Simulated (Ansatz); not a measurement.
C2H9BSn (`CC[BH][SnH3]`). Charge 0, multiplicity 1. Sn takes the def2 core potential. The structure was optimised at the PBE0-D4/def2-TZVP level. It is one conformer, not always the lowest.

```xyz
13

C    -1.659   -0.934    1.195
C    -0.321   -0.729    0.495
B     0.051    0.695    0.019
Sn    1.678    1.074   -1.494
H    -2.487   -0.822    0.491
H    -1.739   -1.929    1.639
H    -1.805   -0.197    1.988
H    -0.134   -1.501   -0.259
H     0.507   -0.883    1.220
H    -0.484    1.648    0.517
H     1.034    1.786   -2.913
H     2.482   -0.359   -1.983
H     2.876    2.151   -0.915
```

Question: What is the dipole moment at ωB97M-V/def2-TZVPP? (Estimate.)

Answer: The calculation gave: 1.76 D, with components (-1.01, -0.89, 1.13) D in this frame, pointing from negative to positive charge.

Question: And with PBE, r2SCAN, B3LYP? (Estimate.)

Answer: The calculation gave: PBE 1.80 D, r2SCAN 1.80 D, B3LYP 1.79 D.

Question: Give the Mulliken charges with ωB97M-V, r2SCAN, B3LYP in def2-TZVPP. (Estimate.)

Answer: Ansatz gave: 
| atom | ωB97M-V | r2SCAN | B3LYP |
| --- | --- | --- | --- |
| C1 | -0.29 | -0.12 | -0.23 |
| C2 | -0.17 | -0.06 | -0.12 |
| B3 | -0.12 | -0.08 | -0.10 |
| Sn4 | 0.28 | 0.43 | 0.43 |
| H5 | 0.10 | 0.04 | 0.08 |
| H6 | 0.11 | 0.04 | 0.09 |
| H7 | 0.10 | 0.04 | 0.08 |
| H8 | 0.11 | 0.05 | 0.09 |
| H9 | 0.11 | 0.04 | 0.07 |
| H10 | 0.08 | 0.00 | 0.03 |
| H11 | -0.10 | -0.13 | -0.14 |
| H12 | -0.11 | -0.14 | -0.15 |
| H13 | -0.10 | -0.13 | -0.14 |

B3LYP here is the variant with VWN-RPA as its local correlation; programs differ in this.
